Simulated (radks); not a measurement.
Results of a calculation; reference values are marked as such.
Task: These are the eigenvalues of the occupied orbitals of an atom or ion with whole-number occupations (Ry). Level of theory: scalar-relativistic Kohn-Sham, LDA (Slater exchange, Perdew-Wang correlation), spin-unpolarised, spherical densities, point nucleus (a radial shooting solver on a logarithmic mesh with Libxc functionals).

orbital  eigenvalue
1s        -1777.005
2s        -262.1460
2p        -235.5022
3s        -49.73566
3p        -40.97834
3d        -27.02683
4s         -9.26822
4p         -6.72811
4d         -3.07703

Which element is it, and in what charge state? The configuration may be excited.

Result: Z = 46, palladium, charge +3: Pd3+ in [Kr] 4d7. The list shows which subshells hold electrons but not how many an open one holds; the 1s level, -888.5 hartree, gives Z - s = 42.2 by -(Z - s)^2/2, which with screening and relativity narrows Z to a few neighbours, and the depths of the outer levels then fix element, charge and occupations together.
